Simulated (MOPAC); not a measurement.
Job for MOPAC: PM3 on C2H6Se (SMILES CC[SeH]), a point of a bond scan (R = 1.199 Å).

```
PM3 1SCF PRECISE CHARGE=0 THREADS=1
C2H6Se

Se    -0.55498298 1    -0.21214087 1     0.55361405 1
H     -1.52607192 1    -0.05920117 1    -0.54272366 1
C      1.03208518 1    -0.24790716 1    -0.62909867 1
C      1.24880037 1     1.03703812 1    -1.40772409 1
H      0.93381648 1    -1.11104940 1    -1.28408602 1
H      1.85619480 1    -0.44343878 1     0.05686397 1
H      1.35416099 1     1.97753088 1    -0.67134863 1
H      0.41578897 1     1.23333108 1    -2.08443844 1
H      2.15979709 1     0.96633040 1    -2.00926490 1
```

The log:

```
*******************************************************************************
 **                                                                           **
 **                              MOPAC v23.2.5                                **
 **                                                                           **
 *******************************************************************************
 ** MOPAC's Digital Object Identifier: https://doi.org/10.5281/zenodo.6511958 **
 **                                                                           **
 ** Please cite the open-source release paper for use of this MOPAC version:  **
 ** J. E. Moussa and J. J. P. Stewart (2026)                                  **
 ** MOPAC: An open-source semiempirical molecular orbital program             **
 ** J. Open Source Softw., 11(119), 8025, https://doi.org/10.21105/joss.08025 **
 *******************************************************************************

                              PM3 CALCULATION RESULTS

 *******************************************************************************
 *  PM3        - The PM3 Hamiltonian to be used
 *
 *
 *
 *                 CHARGE ON SYSTEM = 0
 *
 *
 *
 *  PRECISE    - TIGHTER CRITERIA TO BE USED
 *  1SCF       - DO 1 SCF AND THEN STOP
 *  THREADS=1  - MULTI-THREADING NOT USED
 *  T=         - A TIME OF 172800.0 SECONDS REQUESTED
 *  DUMP=N     - RESTART FILE WRITTEN EVERY 7200.0 SECONDS REQUESTED
 *******************************************************************************
PM3 1SCF PRECISE CHARGE=0 THREADS=1
 C2H6Se

   ATOM   CHEMICAL          X               Y               Z
  NUMBER   SYMBOL      (ANGSTROMS)     (ANGSTROMS)     (ANGSTROMS)

     1      Se         -0.55498298  *  -0.21214087  *   0.55361405  *
     2       H         -1.52607192  *  -0.05920117  *  -0.54272366  *
     3       C          1.03208518  *  -0.24790716  *  -0.62909867  *
     4       C          1.24880037  *   1.03703812  *  -1.40772409  *
     5       H          0.93381648  *  -1.11104940  *  -1.28408602  *
     6       H          1.85619480  *  -0.44343878  *   0.05686397  *
     7       H          1.35416099  *   1.97753088  *  -0.67134863  *
     8       H          0.41578897  *   1.23333108  *  -2.08443844  *
     9       H          2.15979709  *   0.96633040  *  -2.00926490  *



          CARTESIAN COORDINATES

    NO.       ATOM           X           Y           Z

     1        Se         -0.5550     -0.2121      0.5536
     2         H         -1.5261     -0.0592     -0.5427
     3         C          1.0321     -0.2479     -0.6291
     4         C          1.2488      1.0370     -1.4077
     5         H          0.9338     -1.1110     -1.2841
     6         H          1.8562     -0.4434      0.0569
     7         H          1.3542      1.9775     -0.6713
     8         H          0.4158      1.2333     -2.0844
     9         H          2.1598      0.9663     -2.0093

  H: (PM3): J. J. P. STEWART, J. COMP. CHEM. 10, 209 (1989).
  C: (PM3): J. J. P. STEWART, J. COMP. CHEM. 10, 209 (1989).
 Se: (PM3): J. J. P. STEWART, J. COMP. CHEM. 12, 320-341 (1991).

           Empirical Formula: C2 H6 Se  =     9 atoms



      MOLECULAR POINT GROUP   :   C1


      RHF CALCULATION, NO. OF DOUBLY OCCUPIED LEVELS = 10


 -------------------------------------------------------------------------------
 PM3 1SCF PRECISE CHARGE=0 THREADS=1
 C2H6Se



     1SCF WAS SPECIFIED, SO BFGS WAS NOT USED
     SCF FIELD WAS ACHIEVED


                              PM3 CALCULATION
                                                       MOPAC v23.2.5 Linux




          FINAL HEAT OF FORMATION =         -2.25334 KCAL/MOL =      -9.42795 KJ/MOL


          COSMO AREA              =        106.41 SQUARE ANGSTROMS
          COSMO VOLUME            =         92.09 CUBIC ANGSTROMS

          IONIZATION POTENTIAL    =          9.355696 EV
          HOMO LUMO ENERGIES (EV) =         -9.356 -0.585
          NO. OF FILLED LEVELS    =         10
          MOLECULAR WEIGHT        =        109.0294         POINT GROUP:  C1

          MOLECULAR DIMENSIONS (Angstroms)

            Atom       Atom       Distance
            H     9    H     2     4.09733
            H     6    H     8     3.07563
            H     7    H     5     2.83322


          SCF CALCULATIONS        =          1





   ATOM   CHEMICAL          X               Y               Z
  NUMBER   SYMBOL      (ANGSTROMS)     (ANGSTROMS)     (ANGSTROMS)

     1      Se         -0.55498298  *  -0.21214087  *   0.55361405  *
     2       H         -1.52607192  *  -0.05920117  *  -0.54272366  *
     3       C          1.03208518  *  -0.24790716  *  -0.62909867  *
     4       C          1.24880037  *   1.03703812  *  -1.40772409  *
     5       H          0.93381648  *  -1.11104940  *  -1.28408602  *
     6       H          1.85619480  *  -0.44343878  *   0.05686397  *
     7       H          1.35416099  *   1.97753088  *  -0.67134863  *
     8       H          0.41578897  *   1.23333108  *  -2.08443844  *
     9       H          2.15979709  *   0.96633040  *  -2.00926490  *

                             CARTESIAN COORDINATES

   1   Se       -0.554982980    -0.212140870     0.553614050
   2    H       -1.526071920    -0.059201170    -0.542723660
   3    C        1.032085180    -0.247907160    -0.629098670
   4    C        1.248800370     1.037038120    -1.407724090
   5    H        0.933816480    -1.111049400    -1.284086020
   6    H        1.856194800    -0.443438780     0.056863970
   7    H        1.354160990     1.977530880    -0.671348630
   8    H        0.415788970     1.233331080    -2.084438440
   9    H        2.159797090     0.966330400    -2.009264900


           Empirical Formula: C2 H6 Se  =     9 atoms



      MOLECULAR POINT GROUP   :   C1


                  EIGENVALUES
 -34.19957 -23.36547 -18.64511 -16.05462 -15.00667 -14.42289 -12.74844 -12.34652
 -10.84875  -9.35570  -0.58494   0.14255   3.20110   3.38810   3.65243   3.94775
   4.24083   4.30171


              NET ATOMIC CHARGES AND DIPOLE CONTRIBUTIONS

  ATOM NO.   TYPE          CHARGE      No. of ELECS.   s-Pop       p-Pop
    1         Se          -0.021463        6.0215     1.88689     4.13457
    2          H          -0.025446        1.0254     1.02545
    3          C          -0.171362        4.1714     1.17724     2.99412
    4          C          -0.109422        4.1094     1.15050     2.95892
    5          H           0.082543        0.9175     0.91746
    6          H           0.087869        0.9121     0.91213
    7          H           0.063936        0.9361     0.93606
    8          H           0.045986        0.9540     0.95401
    9          H           0.047359        0.9526     0.95264
 DIPOLE           X         Y         Z       TOTAL
 POINT-CHG.     0.891     0.160    -0.342     0.967
 HYBRID        -0.004     0.034    -1.352     1.352
 SUM            0.886     0.194    -1.693     1.921


          ATOMIC ORBITAL ELECTRON POPULATIONS

     Atom    s        px        py        pz
    1 Se   1.88689   1.01520   1.98473   1.13465
    2  H   1.02545
    3  C   1.17724   0.96808   1.01728   1.00876
    4  C   1.15050   1.01158   0.95415   0.99319
    5  H   0.91746
    6  H   0.91213
    7  H   0.93606
    8  H   0.95401
    9  H   0.95264

 **********************
 *                    *
 * JOB ENDED NORMALLY *
 *                    *
 **********************




 == MOPAC DONE ==
```

The run finished.

Cost: around 0.020 core-seconds (rough).
